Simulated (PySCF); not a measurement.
C6H7OP2 (charge -1).
Bonds: C1–C2 (double), C2–C3, C3–C4 (aromatic), C4–P5 (aromatic), P5–C6 (aromatic), C6–O7, O7–C8, C6–P9 (aromatic), C3–P9 (aromatic). Hydrogens: H10, H11 on C1; H12 on C2; H13 on C4; H14, H15, H16 on C8.

Probes without a nucleus sit at each ring's centroid and 1 Å off its mean plane on both sides; NICS is minus the shielding there, NICSzz its component along the normal. Level: GIAO PBE0/pcSseg-1 (PySCF, non-relativistic, gas phase) on the GFN2-xTB geometry, one conformer.

Ring bond lengths (Å), with Mayer bond orders in brackets: C3–C4 1.382 (1.50), C4–P5 1.737 (1.28), P5–C6 1.749 (1.22), C6–P9 1.735 (1.30), P9–C3 1.772 (1.13).

What do the NICS probes read (ppm)?

```csv
ring,type,NICS(0),"NICS(1), two faces","NICS(1)zz, two faces",rms pucker (Å),"centre to ring atoms, mean (Å)"
C3–C4–P5–C6–P9,5-membered ring with 2 P; formal bonds all aromatic,-9.8,-9.9 / -9.9,-22.9 / -23.0,0.00,1.42
```

What can be read from them?

- C3–C4–P5–C6–P9: mean NICS(1)zz -23.0 ppm, shielded.

How equal are the bonds by HOMA? HOMA takes Krygowski's 1993 parameters.

- C3–C4–P5–C6–P9: HOMA 0.74; the largest term is that of P9–C3, α(R − Ropt)² = 0.65.

At the second NICS(1) probe listed for ring C3–C4–P5–C6–P9, 1 Å off the ring, how large is the induced field along the normal in 7.05 T applied along it?

NICSzz × B0 = -23.0 ppm × 7.05 T = -162 μT, against the applied field.

List the ring angles and the Hirshfeld charges of the ring atoms.

- C3–C4–P5–C6–P9: C3 115.7° (-0.119 e), C4 119.3° (-0.170 e), P5 92.7° (-0.159 e), C6 118.9° (-0.093 e), P9 93.4° (-0.139 e); sum 540.0° against 540° for a flat convex ring.

Conformer computed: `[CH2:1]=[CH:2][c:3]1[cH:4][p-:5][c:6]([O:7][CH3:8])[p:9]1`: C1–C2–C3–C4 -1°, P5–C6–O7–C8 180°.
